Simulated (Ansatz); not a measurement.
```yaml
crystal:
  periodic: [false, false, false]
  atoms:
    - {symbol: O, position_ang: [-1.118086, -0.241498, -1.690175]}
    - {symbol: C, position_ang: [-0.442750, 0.628498, -1.214227]}
    - {symbol: Sn, position_ang: [0.540182, 0.187120, 0.714882]}
    - {symbol: O, position_ang: [-0.114082, -1.641133, 0.989513]}
    - {symbol: H, position_ang: [-0.335364, 1.602649, -1.743328]}
    - {symbol: H, position_ang: [-0.007183, 1.156090, 2.009943]}
    - {symbol: H, position_ang: [2.245053, 0.143555, 0.628957]}
    - {symbol: H, position_ang: [-0.675670, -1.892482, 0.248536]}
basis:
  gaussian: {orbitals: def2-TZVPD, final_grid: {core_spheres: 20, valence_spheres: 16, degree: 47}}
magnetization: {spin_polarized: true, initial_magnetization: 0}
hamiltonian: {xc: {name: HF}}
correlation: {method: mp2, frozen_orbitals: {O: 9}}
```

```sh
$ ansatz run in.yaml --threads 2 --pin off --events-out ev --progress --plain --max-ram 4352MiB
```

It prints (some lines left out):

```
Functional definition: HF
Error: "frozen_orbitals" has no count for C
```

Question: What is wrong with this run?

Answer: Frozen orbitals are typed for one element alone, and the program wants a count for each. The program refused the input.
